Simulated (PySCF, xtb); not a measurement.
B(H)(Cl)(OEt) (C2H6BClO), SMILES CCOBCl.

Geometry optimised at PBE0-D3(BJ)/def2-SVP. The structure was generated by enumeration, and PubChem lists no compound with its InChIKey, so it may never have been made. The values are those of a single conformer.

Calculation: PySCF with IEF-PCM-ωB97X/def2-SVP.

The values are the electrostatic part of the solvation free energy, E(continuum) − E(gas) at the gas-phase geometry, in a cavity of scaled van der Waals radii (PySCF's table); cavitation and dispersion terms are not included. In vacuum the orbital gap is 13.36 eV. The dipole moment in vacuum is 2.86 D.

```csv
solvent,ε,ΔG(elec) (kcal/mol),dipole (D),gap (eV)
water,78.36,-2.9,3.48,13.55
ethylethanoate,5.99,-2.2,3.35,13.53
diethylether,4.24,-2.0,3.29,13.52
```

For comparison, GFN2-xTB/ALPB(water) (xtb, at the GFN2-xTB geometry, all terms of that model) gives -2.6 kcal/mol.
